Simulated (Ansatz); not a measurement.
Reaction (formal exchange of groups at the Se–C bond): `CO/C=C\[SeH]` + `B1O[SiH2]1` → `[SeH][SiH]1BO1` + `C=COC`

Gas-phase electronic energies from Ansatz, PBE0-D4/def2-TZVP geometries. CCSD(T)/CBS is the MP2 limit (def2-TZVPP, def2-QZVPP) plus CCSD(T) − MP2 in def2-TZVPP, frozen cores. For Se outer-core shells are correlated without core-valence functions, which leaves a few kJ/mol of doubt a bond. Scalar relativity is left out up to krypton. One conformer a species, not always the lowest.

`CO/C=C\[SeH]`:

Z-matrix (Å, degrees):
```
C
O 1 1.409
H 1 1.095 2 111.2
H 1 1.089 2 106.9 3 119.1
H 1 1.096 2 111.1 3 -121.9
C 2 1.350 1 115.3 3 64.9
C 6 1.327 2 121.6 1 -168.5
H 6 1.088 2 116.7 1 12.9
Se 7 1.893 6 121.5 2 0.9
H 7 1.079 6 120.3 2 -177.5
H 9 1.467 7 94.0 6 175.4
```

`B1O[SiH2]1`:

```xyz
6

B    -0.751   -0.869    0.095
O     0.585   -0.967    0.092
Si    0.237    0.743   -0.077
H    -1.601   -1.696    0.186
H     0.754    1.272   -1.361
H     0.777    1.517    1.065
```

`[SeH][SiH]1BO1`:

```xyz
7

Se   -0.169    0.409    2.172
Si   -0.002    0.445   -0.077
B    -0.818   -0.826   -1.223
O     0.441   -1.072   -0.833
H     1.169    0.982    2.374
H     0.947    1.498   -0.496
H    -1.567   -1.437   -1.916
```

`C=COC`:

Z-matrix (Å, degrees):
```
C
O 1 1.408
H 1 1.095 2 111.0
H 1 1.089 2 106.6 3 119.3
H 1 1.095 2 111.0 3 -121.4
C 2 1.344 1 116.4 3 60.7
C 6 1.330 2 128.1 1 0.0
H 6 1.085 2 110.2 1 -180.0
H 7 1.081 6 123.6 2 -0.0
H 7 1.081 6 118.7 2 180.0
```

```
         species  CCSD/def2-TZVPP energy (Eh)
  `CO/C=C\[SeH]`                  -2592.87333
    `B1O[SiH2]1`                   -390.76040
`[SeH][SiH]1BO1`                  -2790.90913
         `C=COC`                   -192.76898
```

Problem. Work out ΔE.

Solution. ΔE = (-2790.90913) + (-192.76898) − (-2592.87333) − (-390.76040) = -0.04438 Eh = -1.21 eV. CCSD(T)/CBS gives -1.26 eV.

Largest T1 diagnostic among the species: 0.017.

From PBE to PBE0 (25 % exact exchange), in def2-TZVPP and without D4, ΔE moves by −0.04 eV.
